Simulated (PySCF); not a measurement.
From a computed spectrum to the compound

A species of 8 atoms with charge 1 has these harmonic modes (PBE0, small Gaussian bases with core potentials, PySCF 2.14.0):

```json
{"cm⁻¹": "90", "km/mol": "2.5", "symmetry": "e"}
{"cm⁻¹": "90", "km/mol": "2.5", "symmetry": "e"}
{"cm⁻¹": "91", "km/mol": "46.9", "symmetry": "a1"}
{"cm⁻¹": "116", "km/mol": "0.0", "symmetry": "a2"}
{"cm⁻¹": "165", "km/mol": "10.6", "symmetry": "e"}
{"cm⁻¹": "165", "km/mol": "10.6", "symmetry": "e"}
{"cm⁻¹": "421", "km/mol": "8.3", "symmetry": "a1"}
{"cm⁻¹": "680", "km/mol": "1.3", "symmetry": "e"}
{"cm⁻¹": "680", "km/mol": "1.3", "symmetry": "e"}
{"cm⁻¹": "717", "km/mol": "17.1", "symmetry": "a1"}
{"cm⁻¹": "726", "km/mol": "186.8", "symmetry": "e"}
{"cm⁻¹": "726", "km/mol": "186.8", "symmetry": "e"}
{"cm⁻¹": "1360", "km/mol": "143.9", "symmetry": "a1"}
{"cm⁻¹": "1614", "km/mol": "42.1", "symmetry": "e"}
{"cm⁻¹": "1614", "km/mol": "42.1", "symmetry": "e"}
{"cm⁻¹": "3422", "km/mol": "117.2", "symmetry": "a1"}
{"cm⁻¹": "3517", "km/mol": "129.6", "symmetry": "e"}
{"cm⁻¹": "3517", "km/mol": "129.6", "symmetry": "e"}
```

Problem. Which species is it, and in which structure?

Solution. [HfF3(NH3)]+ (singlet):
```xyz
8

Hf    0.0395   -0.0395    0.0395
F     1.0174    1.2310    1.0174
F    -1.2310   -1.0174    1.0174
F     1.0174   -1.0174   -1.2310
N    -1.2722    1.2722   -1.2722
H    -1.8944    1.8944   -0.7377
H    -0.7377    1.8944   -1.8944
H    -1.8944    0.7377   -1.8944
```
Ideal gas at 298.15 K and 1 bar: S = 373.4 J/(mol K), Cp = 105.7 J/(mol K), H − H(0 K) = 23.2 kJ/mol (rigid rotor, harmonic modes, spin degeneracy alone). 
 The answer isn't unique; the calculation gave this one.
